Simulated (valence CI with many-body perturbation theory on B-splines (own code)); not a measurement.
## Valence orbitals of Cr¹⁹⁺

Level of theory: valence CI with perturbative core correlation (CI+MBPT): three valence electrons over a frozen Dirac-Fock core [He], a basis of 11 s, 11 p, 10 d, 8 f, 5 g, 2 h functions for each j, with the one-electron correlation potential Σ1, the two-electron term Σ2, the three-electron term Σ3, Breit, model QED; selected CI, second order for the rest, scaled by the run's own slope (own B-spline code, finite nucleus).

No measured spectrum was set against this ion. As an estimate, levels of excited configurations hold to 0.05 to 0.15 % of their energy, terms of the ground configuration to about 0.5 %.

These are the spectroscopic orbitals of the CI (the correlating ones are not listed), shaped by the core and the other valence electrons. h is the expectation value of the core's Dirac-Fock operator, without the valence repulsion; Σ1 is computed up to l = 3 at one energy for each symmetry, that of its lowest orbital but kept below the first core excitation, so for empty shells it is not the orbital's own correlation shift; Breit and QED include the response of the core.

| Orbital | h (hartree) | Σ1 (cm⁻¹) | Breit (cm⁻¹) | QED (cm⁻¹) | ⟨r⟩ (bohr) |
| --- | --- | --- | --- | --- | --- |
| 2s1/2 | -63.228 | -1122 | 3215 | 2635 | 0.2680 |
| 3s1/2 | -27.654 | -262 | 894 | 755 | 0.6219 |
| 4s1/2 | -15.413 | -99 | 355 | 303 | 1.131 |
| 5s1/2 | -9.812 | -48.4 | 177 | 152 | 1.789 |
| 6s1/2 | -6.7897 | -27.3 | 101 | 86.6 | 2.597 |
| 7s1/2 | -4.9758 | -16.9 | 63.0 | 54.1 | 3.552 |
| 2p1/2 | -61.579 | -2585 | 6194 | -166 | 0.2296 |
| 3p1/2 | -27.175 | -557 | 1687 | -47.2 | 0.5920 |
| 4p1/2 | -15.216 | -210 | 679 | -19.2 | 1.107 |
| 5p1/2 | -9.7116 | -103 | 341 | -9.7 | 1.772 |
| 6p1/2 | -6.7318 | -57.8 | 195 | -5.6 | 2.586 |
| 7p1/2 | -4.9394 | -35.9 | 122 | -3.5 | 3.548 |
| 2p3/2 | -61.149 | -2465 | 2767 | 39.9 | 0.2318 |
| 3p3/2 | -27.049 | -531 | 734 | 10.5 | 0.5951 |
| 4p3/2 | -15.163 | -201 | 294 | 4.2 | 1.112 |
| 5p3/2 | -9.6844 | -97.9 | 147 | 2.1 | 1.777 |
| 6p3/2 | -6.7161 | -55.2 | 83.8 | 1.2 | 2.592 |
| 7p3/2 | -4.9296 | -34.2 | 52.4 | 0.8 | 3.555 |
| 3d3/2 | -26.835 | -225 | 49.6 | -8.8 | 0.5108 |
| 4d3/2 | -15.072 | -94.6 | 26.9 | -3.5 | 1.033 |
| 5d3/2 | -9.6382 | -48.4 | 15.1 | -1.8 | 1.703 |
| 6d3/2 | -6.6894 | -28.0 | 9.1 | -1.0 | 2.524 |
| 7d3/2 | -4.9128 | -17.7 | 5.9 | -0.6 | 3.492 |
| 3d5/2 | -26.796 | -221 | 14.9 | 9.1 | 0.5119 |
| 4d5/2 | -15.056 | -93.0 | 8.0 | 3.9 | 1.034 |
| 5d5/2 | -9.6299 | -47.6 | 4.5 | 2.0 | 1.705 |
| 6d5/2 | -6.6846 | -27.5 | 2.7 | 1.2 | 2.526 |
| 7d5/2 | -4.9097 | -17.3 | 1.7 | 0.7 | 3.495 |
| 4f5/2 | -15.023 | -18.3 | 0.2 | -1.9 | 0.8962 |
| 5f5/2 | -9.6146 | -10.3 | 0.2 | -1.0 | 1.569 |
| 6f5/2 | -6.6761 | -6.3 | 0.1 | -0.6 | 2.393 |
| 7f5/2 | -4.9045 | -4.0 | 0.1 | -0.4 | 3.365 |
| 4f7/2 | -15.015 | -18.2 | 0.1 | 1.5 | 0.8969 |
| 5f7/2 | -9.6105 | -10.2 | 0.0 | 0.8 | 1.570 |
| 6f7/2 | -6.6738 | -6.2 | 0.0 | 0.5 | 2.394 |
| 7f7/2 | -4.903 | -4.0 | 0.0 | 0.3 | 3.366 |
| 5g7/2 | -9.6051 |  | 0.0 | -0.6 | 1.374 |
| 6g7/2 | -6.6705 |  | 0.0 | -0.3 | 2.198 |
| 7g7/2 | -4.9008 |  | 0.0 | -0.2 | 3.172 |
| 5g9/2 | -9.6027 |  | 0.0 | 0.5 | 1.374 |
| 6g9/2 | -6.6691 |  | 0.0 | 0.3 | 2.199 |
| 7g9/2 | -4.8999 |  | 0.0 | 0.2 | 3.172 |
| 6h9/2 | -6.6687 |  |  |  | 1.949 |
| 6h11/2 | -6.6678 |  |  |  | 1.950 |

Among the shells of the start configuration 2s2 2p1, Σ1 is largest in size for 2p1/2, where it is 0.019 % of h.

Lowest root of each symmetry, sizes in configuration state functions:

```
   J  Parity  Roots  Reference  Variational  Second order  Change by selected CI (cm⁻¹)  Change by second order (cm⁻¹)
 1/2    even     29         82        15838         17599                         -4344                              0
 3/2    even     36        120        25243         50122                         -4120                             -1
 5/2    even     30        121        28075         58898                         -4268                             -1
 7/2    even     15         89        22593         64965                         -6865                             -7
 9/2    even      7         60        17686         49350                         -8368                             -2
11/2    even      2         26         8729         18003                         -9286                             -3
 1/2     odd     26         80        15164         21659                         -7526                             -1
 3/2     odd     36        122        23073         46316                         -7482                             -1
 5/2     odd     24        116        25494         62321                        -13110                             -1
 7/2     odd     12         92        22652         60963                         -7424                             -2
 9/2     odd      3         55        12306         34054                         -7019                             -4
11/2     odd      1         29         7354         18130                        -10125                             -4
```
